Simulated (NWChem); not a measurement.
System meant: HfBrF3; SMILES [F][Hf]([F])([F])[Br]

NWChem input:

```
start job
memory heap 200 mb stack 900 mb global 1100 mb
geometry units angstroms noautoz
  Hf     0.000000     0.000000     0.477492
  F      0.907079     1.533419     1.129959
  F      0.874440    -1.552263     1.129959
  F     -1.781520     0.018844     1.129959
  Br     0.000000     0.000000    -2.020086
end
basis spherical
  * library def2-svp
end
ecp
  Hf library def2-ecp
end
dft
  odft
  mult 2
  xc b3lyp
  iterations 150
  mulliken
end
task dft energy
```

End of the output:

```
 Summary of "ao basis" -> "" (spherical)
 ------------------------------------------------------------------------------
       Tag                 Description            Shells   Functions and Types
 ---------------- ------------------------------  ------  ---------------------
 *                          def2-svp                  on all atoms

                                 NWChem DFT Module
                                 -----------------

 Summary of "ao basis" -> "ao basis" (spherical)
 ------------------------------------------------------------------------------
       Tag                 Description            Shells   Functions and Types
 ---------------- ------------------------------  ------  ---------------------
 Hf                         def2-svp                12       32   6s3p2d1f
 F                          def2-svp                 6       14   3s2p1d
 Br                         def2-svp                12       32   5s4p3d

 Summary of "ao basis" -> "ao basis" (spherical)
 ------------------------------------------------------------------------------
       Tag                 Description            Shells   Functions and Types
 ---------------- ------------------------------  ------  ---------------------
 Hf                         def2-svp                12       32   6s3p2d1f
 F                          def2-svp                 6       14   3s2p1d
 Br                         def2-svp                12       32   5s4p3d

      Symmetry analysis of basis
      --------------------------

        a          40
        e+         33
        e-         33

  Rotation of axis
  number of electrons :                   74
  multiplicity        :                    2
 ------------------------------------------------------------------------
  no. of electrons and multiplicity not compatible                  74
 ------------------------------------------------------------------------
 ------------------------------------------------------------------------
  current input line :
    23: task dft energy
 ------------------------------------------------------------------------
 ------------------------------------------------------------------------
 There is an error in the input file
 ------------------------------------------------------------------------
 For more information see the NWChem manual at https://nwchemgit.github.io

0: no. of electrons and multiplicity not compatible:Received an Error in Communication
```

Q: Can this run be used? If not, why, and what is the fix?

A: The program refused the input. Cause: the multiplicity doesn't fit the number of electrons (an even count wants an odd multiplicity, and the reverse). This input runs:
```
start job
memory heap 200 mb stack 900 mb global 1100 mb
geometry units angstroms noautoz
  Hf     0.000000     0.000000     0.477492
  F      0.907079     1.533419     1.129959
  F      0.874440    -1.552263     1.129959
  F     -1.781520     0.018844     1.129959
  Br     0.000000     0.000000    -2.020086
end
basis spherical
  * library def2-svp
end
ecp
  Hf library def2-ecp
end
dft
  xc b3lyp
  iterations 150
  mulliken
end
task dft energy
```
It converges to -2921.53703 Ha (B3LYP/def2-SVP with def2 effective core potentials on Hf).
